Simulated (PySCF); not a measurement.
# [Ho(CH3)2]+ at several levels of theory

Computed with PySCF 2.14.0 (density fitting, no spin-orbit coupling) at the geometry relaxed with PBE0:

```xyz
9
[Ho(CH3)2]+ (singlet in the valence; each metal's 4f electrons, 10 of them, lie in its core potential, out of spins and levels)
Ho    0.0000    0.0000   -0.2293
C     1.7175    0.0176    1.2232
H     2.7008   -0.2099    0.7703
H     1.8049    1.0018    1.7237
H     1.5372   -0.7207    2.0279
C    -1.7175   -0.0176    1.2232
H    -2.7008    0.2099    0.7703
H    -1.8049   -1.0018    1.7237
H    -1.5372    0.7207    2.0279
```

```tsv
level	basis	state	HOMO (eV)	gap (eV)	charge on Ho1 (e)	population of f-type functions on Ho1 (polarisation alone where 4f lies in the core)	dipole about the centre of mass (D)	largest force component (eV/Å)
PBE0	Ho lcecp-1-SVP with ECP56, C def2-SVP, H def2-SVP	singlet	-11.74	4.60	1.24	0.02	3.52	0.01
BLYP	the same	singlet	-10.45	2.42	1.06	0.02	2.79	0.56
PBE0	Ho lcecp-1-TZVP with ECP56, C def2-TZVP, H def2-TZVP	singlet	-11.69	4.57	1.52	0.02	3.64	0.26
```

In the lcecp rows the 4f levels are missing from HOMO and gap, and the state counts the valence alone.

Charges are Mulliken's, which hang on the basis. The relaxation used the grid (50, 194), these runs (75, 302) or, all-electron (x2c bases, spin-free X2C Hamiltonian), (99, 590).

What does PBE with Ho lcecp-1-SVP with ECP56, C def2-SVP, H def2-SVP give here?

state singlet, HOMO (eV) -10.59, gap (eV) 2.63, charge on Ho1 (e) 1.10, population of f-type functions on Ho1 (polarisation alone where 4f lies in the core) 0.02, dipole about the centre of mass (D) 2.86, largest force component (eV/Å) 0.23. Time: 5.6 s on 2 threads of Arm Neoverse V1 (shared host), from an already converged density.

In the first row's basis the gap widens with exact exchange: 2.4 to 2.6 eV for BLYP, PBE (none); 4.6 eV for PBE0 (a fixed share).

An lcecp potential fixes the number of 4f electrons, so in runs with it no electron can move into or out of that shell.
